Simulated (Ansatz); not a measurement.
One change: `CBC[SiH2]O` becomes `BCCBC`.

Ansatz, PBE0-D4/def2-TZVP geometries, multiplicity 1. Each molecule was computed in one conformer, which needn't be the lowest.

| property | `CBC[SiH2]O` |
| --- | --- |
| LUMO energy (ωB97M-V/def2-TZVPP) / eV | 1.03 |
| HOMO energy (PBE0/def2-TZVPP) / eV | -8.56 |
| LUMO energy (PBE0/def2-TZVPP) / eV | -0.87 |
| HOMO–LUMO gap (B3LYP/def2-TZVPP) / eV | 7.28 |
| LUMO energy (B3LYP/def2-TZVPP) / eV | -1.09 |
| HOMO–LUMO gap (ωB97M-V/def2-TZVPP) / eV | 11.91 |

Task: Give the same properties after the change, and the shifts. (An estimate is asked.)

Result: The calculation gave: 
```
                               property  `BCCBC`  shift
  LUMO energy (ωB97M-V/def2-TZVPP) / eV     0.90  -0.13
     HOMO energy (PBE0/def2-TZVPP) / eV    -8.15   0.41
     LUMO energy (PBE0/def2-TZVPP) / eV    -0.97  -0.10
  HOMO–LUMO gap (B3LYP/def2-TZVPP) / eV     6.77  -0.51
    LUMO energy (B3LYP/def2-TZVPP) / eV    -1.19  -0.10
HOMO–LUMO gap (ωB97M-V/def2-TZVPP) / eV    11.33  -0.58
```

With PBE0 the HOMO rises by 0.41 eV and the LUMO falls by 0.10 eV, so the gap narrows by about 0.51 eV. PBE moves the HOMO by 0.22 eV and ωB97M-V by 0.45 eV. The zero-point energy changes by 43.9 kJ/mol with +3 modes.

B3LYP here is the variant with VWN-RPA as its local correlation; programs differ in this.
